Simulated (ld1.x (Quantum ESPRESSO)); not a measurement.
**A failed generation for P**

Input:

```
&input
   title='P', zed=15., rel=1, dft='PZ', iswitch=3,
   config='[Ne] 3s2 3p3',
   nld=2, rlderiv=1.80, eminld=-3.0, emaxld=5.0, deld=0.02
 /
 &inputp
   pseudotype=3, tm=.true., lloc=-1, rcloc=1.20,
   nlcc=.false.,
   which_augfun='PSQ', rmatch_augfun=1.35,
   file_pseudopw='P.UPF', file_wfcaegen='ae.wfc', file_wfcncgen='nc.wfc', file_beta='beta', file_chi='chi', file_wfcusgen='us.wfc'
 /
4
3S  1  0   2.00   0.00  1.00  1.06  0.0
3S  1  0   0.00   1.70  1.00  1.06  0.0
3P  2  1   3.00   0.00  1.20  1.65  0.0
3P  2  1   0.00   2.80  1.20  1.65  0.0
 &test
   configts(1)='3s2 3p3'
 /
```

```bash
ld1.x < P.in > P.out
```

End of the output:

```
     s(3P/3P) =  1.000000  <r> =   2.3728  <r2> =    6.7910  r(max) =   1.8302

     ------------------------ End of All-electron run ------------------------

     --------------------- Generating US pseudopotential ---------------------

      Generating local potential from pseudized AE potential:
      Matching radius rcloc =   1.2000

      Local pseudo, rcloc= 1.212 Estimated cut-off energy=    16.34 Ry
      Wfc-us  3S rcutus= 1.069  Estimated cut-off energy=   101.99 Ry
      Wfc-us  3S rcutus= 1.069  Estimated cut-off energy=    35.84 Ry
      Wfc-us  3P rcutus= 1.636  Estimated cut-off energy=    27.49 Ry
      Wfc-us  3P rcutus= 1.636  Estimated cut-off energy=    35.23 Ry

     Message from routine find_qi:
     qmax not found

 %%%%%%%%%%%%%%%%%%%%%%%%%%%%%%%%%%%%%%%%%%%%%%%%%%%%%%%%%%%%%%%%%%%%%%%%%%%%%%
     Error in routine compute_q_3bess (1):
     problem with the q_i coefficients
 %%%%%%%%%%%%%%%%%%%%%%%%%%%%%%%%%%%%%%%%%%%%%%%%%%%%%%%%%%%%%%%%%%%%%%%%%%%%%%

     stopping ...
```

Why did it fail, and what change makes it run?

The run stopped because no Bessel wave vectors were found for the pseudised augmentation function at its matching radius. A run that differs only in the following succeeds: waves 3s (bound): rcut 1.40, rcutus 1.55 bohr; 3s channel at 1.7 Ry: rcut 1.40, rcutus 1.55 bohr. Other answers can fit too; this one was computed.
